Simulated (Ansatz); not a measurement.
Ansatz (an electronic-structure program) input (CCSD(T)/def2-SVPD):

Ansatz 0.2 input:
```yaml
crystal:
  periodic: [false, false, false]
  atoms:
    - {symbol: Cd, position_ang: [-0.25348114, -0.15121435, -0.20638745]}
    - {symbol: C, position_ang: [1.29567546, 0.77293611, 1.05495482]}
    - {symbol: H, position_ang: [1.75467220, -0.08341125, 1.53686241]}
    - {symbol: H, position_ang: [0.71897939, 1.41798297, 1.70885077]}
    - {symbol: H, position_ang: [1.91939039, 1.28610057, 0.33115536]}
basis:
  gaussian:
    orbitals: def2-SVPD
total_charge: 1
magnetization: {spin_polarized: false}
correlation: {method: ccsd_t, electrons: outside_noble_gas}
output: {forces: true}
```

Output:

```
Functional definition: HF
integrals: 0.06 GiB planned
773 factors; integrals over basis functions are off by at most 1.1e-3 eV
mean field: 0.18 GiB planned
mean field evaluation 1: about -5602.6322 eV, gradient 5.0e1 eV
mean field evaluation 2: about -5602.6409 eV, gradient 5.0e1 eV
mean field evaluation 4: about -5609.2043 eV, gradient 4.0e0 eV
mean field evaluation 8: about -5609.2737 eV, gradient 1.3e-1 eV
mean field evaluation 16: about -5609.2530 eV, gradient 1.3e0 eV
mean field -5609.27386621 eV, -206.1370124810 hartree, gradient 9.4e-6 eV, S^2 0.000000; 0 other end points of the search recorded, 0 dependent functions left out; unrestricted orbitals would lower it
5 core orbitals not correlated
reference -5609.27386621 eV, -206.1370124810 hartree; 9, 9 occupied and 64, 64 virtual orbitals, 773 factors
densities: 0.28 GiB planned
second order -11.64508236 eV of doubles, -0.00000000 eV of singles
coupled cluster: 0.21 GiB planned
cycle   1  -11.54159961 eV  change    1.0e-1 eV  update   7.5e-2
cycle   2  -11.78010884 eV  change   -2.4e-1 eV  update   2.6e-2
cycle   3  -11.84657478 eV  change   -6.6e-2 eV  update   1.6e-2
cycle   4  -11.83460947 eV  change    1.2e-2 eV  update   5.0e-3
cycle   5  -11.83418485 eV  change    4.2e-4 eV  update   2.3e-3
cycle   6  -11.83481080 eV  change   -6.3e-4 eV  update   5.5e-4
cycle   7  -11.83452786 eV  change    2.8e-4 eV  update   2.1e-4
cycle   8  -11.83450805 eV  change    2.0e-5 eV  update   8.2e-5
cycle   9  -11.83453560 eV  change   -2.8e-5 eV  update   1.9e-5
cycle  10  -11.83452284 eV  change    1.3e-5 eV  update   6.2e-6
perturbative correction -0.32906849 eV, -0.0120930441 hartree
the calculation of the forces begins
Total energy: -5621.43745755 eV, -206.5840162178 hartree
Atom 0 at    -0.253481    -0.151214    -0.206387 Å, force    -0.033092    -0.019741    -0.026944 eV/Å
Atom 1 at     1.295675     0.772936     1.054955 Å, force    -0.355810    -0.212258    -0.289705 eV/Å
Atom 2 at     1.754672    -0.083411     1.536862 Å, force     0.250758    -0.321917     0.249306 eV/Å
Atom 3 at     0.718979     1.417983     1.708851 Å, force    -0.181335     0.304469     0.321060 eV/Å
Atom 4 at     1.919390     1.286101     0.331155 Å, force     0.319479     0.249447    -0.253718 eV/Å
Dipole moment:    -0.087564    -0.052236    -0.071295 e Å
```
